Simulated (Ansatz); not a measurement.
`[NH2][GeH2][SiH2]F` + `C=C(Cl)O[SiH3]` → `[NH2][GeH2][SiH2]Cl` + `C=C(F)O[SiH3]`  (redistribution)

Computed with Ansatz on PBE0-D4/def2-TZVP structures; ΔE is electronic, products minus reactants. CCSD(T)/CBS adds triple-zeta CCSD(T) − MP2 to the extrapolated MP2 energy (def2 sets, frozen cores). DFT in def2-TZVPP. For Ge outer-core shells are correlated without core-valence functions, which leaves a few kJ/mol of doubt a bond. Scalar relativity is left out up to krypton. Each species was taken in one conformer, which may not be the lowest.

CCSD(T)/CBS gives +0.31 eV.

Problem. Another level gave +0.21 eV. Which?
A. MP2/def2-TZVPP
B. CCSD(T)/def2-TZVPP
C. HF/def2-TZVPP
D. ωB97M-V/def2-TZVPP

Solution. D. ωB97M-V 0.21, MP2/def2-TZVPP 0.34, CCSD(T)/def2-TZVPP 0.28, HF/def2-TZVPP 0.12 eV.

Largest T1 diagnostic among the species: 0.012.

From PBE to PBE0 (25 % exact exchange), in def2-TZVPP and without D4, ΔE moves by −0.03 eV. In def2-TZVPP, CCSD(T) changes the Hartree–Fock value by +0.15 eV (the triples alone add +0.02 eV) and MP2 by +0.22 eV.
